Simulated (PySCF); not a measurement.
# From a raw peak list to a structure

Formula C6H8O. The spectrum was simulated from the full spin Hamiltonian at 300 MHz with 1.2 Hz Lorentzian lines, from shifts rounded to 0.01 ppm and J to 0.1 Hz, couplings under 1 Hz left out.

```csv
region,integral (H),ppm,Hz,height
1,2,2.647,794.2,8
1,,2.645,793.4,8
1,,2.620,786.1,22
1,,2.598,779.4,15
1,,2.596,778.9,15
2,2,2.460,738.1,8
2,,2.458,737.5,8
2,,2.447,734.2,9
2,,2.446,733.8,9
2,,2.436,730.9,12
2,,2.423,727.0,12
2,,2.412,723.6,5
2,,2.409,722.7,5
2,,2.399,719.7,5
2,,2.396,718.9,4
3,3,2.180,654.0,100
4,1,1.383,414.9,9
4,,1.370,411.0,17
4,,1.357,407.1,9
```

13C{1H} NMR (computed): δ 210.6, 88.6, 75.4, 46.7, 31.9, 15.2.

Method: spin–spin couplings from B3LYP/pcJ-1 (without the spin–dipole term), geometry from GFN2-xTB, PBE0/pcSseg-1 with gauge-including orbitals, in PySCF (non-relativistic, fast rotation and ring inversion assumed for equivalent nuclei, a single conformation, no solvent).

Shifts are taken against calculated references (same method and geometry level): TMS for 1H and 13C.

**Question.** Analyse the multiplets.

**Answer.** 1H NMR (300 MHz, computed): δ 2.62 (t, J = 7.4 Hz, 2H), 2.43 (td, J = 7.4, 3.9 Hz, 2H), 2.18 (s, 3H), 1.37 (t, J = 3.9 Hz, 1H). These are first-order names from the parameters used; overlap and second-order distortion can hide them in the list.

**Question.** What is the compound?

**Answer.** `C#CCCC(C)=O`.

Atom-mapped SMILES (the numbers label the heavy atoms): `[CH:1]#[C:2][CH2:3][CH2:4][C:5]([CH3:6])=[O:7]`. Hydrogens are named by the atom that carries them.

- δ 2.62: H(C4), hydrogen on an sp3 CH2 α to a carbonyl, coupled to H(C3) (7.4 Hz).
- δ 2.43: H(C3), hydrogen on a propargylic sp3 CH2, coupled to H(C4) (7.4 Hz), H(C1) (3.9 Hz).
- δ 2.18: H(C6), hydrogen on a methyl carbon α to a carbonyl.
- δ 1.37: H(C1), hydrogen on a terminal alkyne carbon, coupled to H(C3) (3.9 Hz).

The data come from this structure; uniqueness wasn't tested.

Multiplet labels drop couplings under 1 Hz and merge nearly equal ones. Unscaled 3J(H,H) at this level run about 10 % above measured values. Shifts are as computed. Against solution values, carbons near 30 ppm lie about +3 ppm off and those near 130 ppm about +5 ppm. Of 1211 compounds with measured shifts, 218 miss one by over three times the rms of a fit or turn the order of signals round; such compounds aren't used in these exercises. Vicinal H,H couplings across rotating CH2–CH2 and CH–CH2 bonds are estimated from the computed gauche and anti values for equal rotamer populations, (2 J gauche + J anti)/3.
